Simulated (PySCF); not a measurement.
C4H8OSi, SMILES C[SiH]1CC(=O)C1.

Geometry: r2SCAN-D4/def2-SVP. This is a generated structure with no PubChem entry under its InChIKey; it may be hypothetical.

Level of theory: PBE/def2-TZVP run with PySCF.

Gas-phase values at a fixed geometry.

```json
{
  "total_energy": "-521.61030 hartree",
  "point_group": "Cs",
  "highest_occupied_level": "-5.47 eV",
  "lowest_empty_level": "-1.63 eV",
  "orbital_gap": "3.84 eV",
  "dipole_moment": "3.90 D",
  "quadrupole, principal values (traceless, Buckingham form, about the centre of nuclear charge)": "-9.68, 4.21, 5.47 D·Å",
  "mean_static_polarisability": "77.2 bohr³ (11.43 Å³)",
  "polarisability_principal_values": "64.0, 71.7, 95.8 bohr³"
}
```
